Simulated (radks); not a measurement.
Removal energies from the silicon ion Si2+, [Ne] 3s2, by Delta-SCF beside the eigenvalue of the level emptied. All-electron calculation, scalar-relativistic Kohn-Sham, r2SCAN, spin-polarised, spherical densities, finite nucleus; meta-GGA in the generalised Kohn-Sham scheme; Fermi nuclear charge, rms radius of each element as measured or else 0.836 A^(1/3) + 0.57 fm. Program: a radial shooting solver on a logarithmic mesh with Libxc functionals. Open shells are filled with parallel spins first.

3s: final configuration [Ne] 3s1; Delta-SCF (eV) 32.935; -eigenvalue (eV) 28.718
2p: final configuration [He] 2s2 2p5 3s2; Delta-SCF (eV) 135.28; -eigenvalue (eV) 119.03
2s: final configuration [He] 2s1 2p6 3s2; Delta-SCF (eV) 180.03; -eigenvalue (eV) 164.84
1s: final configuration 1s1 2s2 2p6 3s2; Delta-SCF (eV) 1874.9; -eigenvalue (eV) 1819.2
